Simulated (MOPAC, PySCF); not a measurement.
C$_{2}$H$_{4}$N$_{2}$O, SMILES `C(#N)OCN`, neutral singlet in the gas phase. 

Cartesian coordinates (Å):
SMILES: C(#N)OCN
```xyz
9

N      3.0418    -0.0301    -0.5558
C      1.9606     0.3184    -0.2656
O      0.7757     0.7070     0.0548
C     -0.3226    -0.3789    -0.1883
N     -1.5732     0.0905     0.1721
H     -0.0013    -1.2292     0.4244
H     -0.2505    -0.6002    -1.2595
H     -1.9310     0.8532    -0.3977
H     -1.6997     0.2693     1.1652
```
Charge 0, multiplicity 1.

All levels are single points at this geometry (PBE-D3(BJ)/def2-TZVP); Pople sets use spherical d functions. Orbital energies aren't observables, and empty levels follow the basis.

PM3 in MOPAC gives dipole (D) = 4.24.

Question: Estimate the dipole (D) from each of these levels: PBE-D3(BJ)/def2-TZVP in PySCF; BP86/6-31G* in PySCF; M06-2X/6-31G* in PySCF; SVWN5/6-31G* in PySCF; PM6 in MOPAC.

Answer: 
| level | dipole (D) |
|---|---|
| PBE-D3(BJ)/def2-TZVP in PySCF | 5.57 |
| BP86/6-31G* in PySCF | 5.49 |
| M06-2X/6-31G* in PySCF | 5.29 |
| SVWN5/6-31G* in PySCF | 5.52 |
| PM6 in MOPAC | 5.15 |
